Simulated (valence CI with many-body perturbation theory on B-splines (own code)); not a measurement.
**Which ion has this spectrum?**

A relativistic CI+MBPT calculation for an atom or ion with 7 electrons gives these levels (eV):

| J | Parity | E | g |
| --- | --- | --- | --- |
| 3/2 | odd | 0.00 | 1.64 |
| 3/2 | odd | 32.69 | 1.24 |
| 5/2 | odd | 43.36 | 1.19 |
| 1/2 | odd | 58.01 | 0.66 |
| 3/2 | odd | 87.65 | 1.24 |
| 5/2 | even | 142.72 | 1.56 |
| 3/2 | even | 166.11 | 1.62 |
| 1/2 | even | 168.76 | 2.51 |
| 3/2 | even | 198.88 | 1.00 |
| 5/2 | even | 208.44 | 1.23 |
| 1/2 | even | 226.98 | 1.57 |
| 3/2 | even | 236.30 | 1.23 |
| 1/2 | even | 271.96 | 1.24 |
| 3/2 | odd | 360.01 | 1.33 |

The energies are calculated, and their last digits are not significant.

Task: Which is it?
A. As26+
B. Zn23+
C. Ga24+
D. Br28+

Result: A. As26+, ground level 2s2 2p3 4S°_3/2.
